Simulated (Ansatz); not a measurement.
```xyz
2

Si    0.0000    0.0000   -0.0945
H     0.0000    0.0000    1.3229
```

Basis set: 6-31G* (spherical functions). Left uncorrelated: 5 orbitals. Charge 0, multiplicity 2.

Computed with Ansatz (development build ahead of 0.2.0); each method stands on the lowest determinant of its kind that the runs found.

Task: Give the atomization energy at this shape (free ground-state atoms in the same class of orbitals less the molecule, no zero-point energy) of doublet SiH by UHF-MP2, UHF.

Result:

```csv
method,atomization energy
UHF-MP2,2.40 eV
UHF,2.08 eV
```
